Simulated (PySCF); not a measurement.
# Bonding in `C#C[SiH2]N([SiH3])[SiH](N)N`

C₂H₁₁N₃Si₃.
Numbering: `[CH:1]#[C:2][SiH2:3][N:4]([SiH3:5])[SiH:6]([NH2:7])[NH2:8]` (hydrogens: H9 on C1; H10, H11 on Si3; H12, H13, H14 on Si5; H15 on Si6; H16, H17 on N7; H18, H19 on N8)

Structure used (GFN2-xTB), in Å, numbered top down from 1:
```xyz
19
C2H11N3Si3 angstrom
C      3.9547    0.6197   -0.3604
C      2.8997    0.1903   -0.7448
Si     1.2662   -0.4721   -1.3176
N      0.0833   -0.2201   -0.0676
Si     0.4252   -0.8455    1.5174
Si    -1.4488    0.5669   -0.3994
N     -2.6075   -0.6977   -0.5775
N     -2.0958    1.5677    0.8445
H      4.8785    0.9962   -0.0240
H      0.8437    0.2582   -2.5146
H      1.4141   -1.9101   -1.5906
H     -0.7989   -0.8285    2.3177
H      1.4459   -0.0002    2.1493
H      0.9174   -2.2203    1.3924
H     -1.2300    1.4706   -1.5305
H     -3.5683   -0.4311   -0.7164
H     -2.3693   -1.4604   -1.1896
H     -2.5020    1.0994    1.6380
H     -1.5179    2.3262    1.1661
```

Bond orders from the PBE0/pcSseg-1 density (PySCF). Isolated species at its GFN2-xTB geometry (one conformer only). GFN2-xTB frequencies show an imaginary mode (48i cm⁻¹), so this geometry is no minimum at that level.

Where do the orders between heavy atoms depart from those drawn in the SMILES?

The largest departure is 0.449, at C1–C2 (drawn triple, 2.551). Drawn single, order below 0.88: N4–Si5 (0.879) and N4–Si6 (0.837). Drawn double or triple, more than 0.30 short of the drawn order: C1–C2 (2.551).

Set the Mayer orders of the bonds beside their lengths.

```json
{"bond": "C1–C2", "drawn as": "triple", "length (Å)": "1.202", "Mayer order": "2.551"}
{"bond": "C2–Si3", "drawn as": "single", "length (Å)": "1.853", "Mayer order": "0.891"}
{"bond": "Si3–N4", "drawn as": "single", "length (Å)": "1.739", "Mayer order": "0.936"}
{"bond": "N4–Si5", "drawn as": "single", "length (Å)": "1.738", "Mayer order": "0.879"}
{"bond": "N4–Si6", "drawn as": "single", "length (Å)": "1.754", "Mayer order": "0.837"}
{"bond": "Si6–N7", "drawn as": "single", "length (Å)": "1.724", "Mayer order": "1.041"}
{"bond": "Si6–N8", "drawn as": "single", "length (Å)": "1.723", "Mayer order": "1.060"}
{"bond": "C1–H9", "drawn as": "single", "length (Å)": "1.053", "Mayer order": "1.089"}
{"bond": "Si3–H10", "drawn as": "single", "length (Å)": "1.464", "Mayer order": "0.933"}
{"bond": "Si3–H11", "drawn as": "single", "length (Å)": "1.471", "Mayer order": "0.939"}
{"bond": "Si5–H12", "drawn as": "single", "length (Å)": "1.463", "Mayer order": "0.932"}
{"bond": "Si5–H13", "drawn as": "single", "length (Å)": "1.468", "Mayer order": "0.937"}
{"bond": "Si5–H14", "drawn as": "single", "length (Å)": "1.466", "Mayer order": "0.931"}
{"bond": "Si6–H15", "drawn as": "single", "length (Å)": "1.464", "Mayer order": "0.892"}
{"bond": "N7–H16", "drawn as": "single", "length (Å)": "1.007", "Mayer order": "0.950"}
{"bond": "N7–H17", "drawn as": "single", "length (Å)": "1.007", "Mayer order": "0.951"}
{"bond": "N8–H18", "drawn as": "single", "length (Å)": "1.007", "Mayer order": "0.943"}
{"bond": "N8–H19", "drawn as": "single", "length (Å)": "1.006", "Mayer order": "0.948"}
```

Bonds between the same two heavy elements. N–Si: lowest N4–Si6 (0.837, 1.754 Å), highest Si6–N8 (1.060, 1.723 Å).

Sum the orders of all bonds at each heavy atom with more than one neighbour and set the sums beside the valence in the SMILES.

C1 3.640 (drawn 4), C2 3.442 (drawn 4), Si3 3.699 (drawn 4), N4 2.652 (drawn 3), Si5 3.679 (drawn 4), Si6 3.830 (drawn 4), N7 2.942 (drawn 3), N8 2.951 (drawn 3). Orders between atoms that aren't bonded are not in these sums.

The Mayer order sums products of elements of PS (density times overlap matrix) between the two atoms' basis functions, so it depends on the basis set.

These values come from a run that also computed NMR shieldings. The run took 51 s of wall time (grids of density and orbitals included) on an Arm Neoverse V1 with one thread, no GPU (shared host), and the process peaked at 0.94 GiB of memory.
